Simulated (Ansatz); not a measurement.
A run for Ansatz (a program for electronic structure): R-wB97M-V/def2-TZVPPD on GaH3 (SMILES [GaH3]) with ghost functions, monomers drawn apart or pushed together. Files ending in .json are basis or fitting sets from the Basis Set Exchange.

Ansatz 0.2 input:
```yaml
crystal:
  periodic: [false, false, false]
  atoms:
    - {symbol: Ga, position_ang: [0.52763441, -0.06951020, 0.52020423]}
    - {symbol: H, position_ang: [-0.34623003, 1.11318635, -0.04265977]}
    - {symbol: H, position_ang: [0.27361942, -1.53352575, -0.00071565]}
    - {symbol: H, position_ang: [1.89118691, 0.26122241, 1.23783558]}
basis:
  gaussian:
    orbitals: def2-TZVPPD.json
    ghost_atoms:
      - {symbol: S, position_ang: [-1.13911832, -0.42059792, 3.06470802]}
      - {symbol: H, position_ang: [-0.72240075, 0.68730710, 3.70151864]}
      - {symbol: H, position_ang: [-0.27913879, -1.20928910, 3.73178185]}
hamiltonian:
  xc: {name: wB97M-V}
scf: {lower_state_search: off}
```

Output:

```
WARN ansatz: RAYON_NUM_THREADS=1 ignored (pool sized by the plan → 1); use --threads N
Functional definition: wB97M-V
these checks for a lower state are left out or cut short: stability, starts, cluster_reference, orbital_swaps, neighbouring_geometries, increment
integrals: 0.15 GiB planned
1003 factors; their error is unknown
integrals: 0.18 GiB planned
281 factors; integrals over basis functions are off by at most 2.7e-5 eV
mean field: 1.07 GiB planned
mean field evaluation 1: about -52422.1607 eV, gradient 2.0e1 eV
mean field evaluation 2: about -52422.3255 eV, gradient 2.1e1 eV
mean field evaluation 4: about -52422.6367 eV, gradient 3.8e-1 eV
mean field evaluation 8: about -52422.7322 eV, gradient 1.6e-3 eV
mean field -52422.73223003 eV, -1926.4998760493 hartree, gradient 6.3e-6 eV, S^2 0.000000; 0 other end points of the search recorded, 0 dependent functions left out
reference -52422.73228553 eV, -1926.4998780891 hartree; 17, 17 occupied and 173, 173 virtual orbitals, 1003 factors
Total energy: -52422.73228553 eV, -1926.4998780891 hartree
Checks for a lower state left out: stability, starts, cluster_reference, orbital_swaps, neighbouring_geometries, increment
```

The calculation finished and met its thresholds.

Cost: about 8 core-seconds (a rough figure).
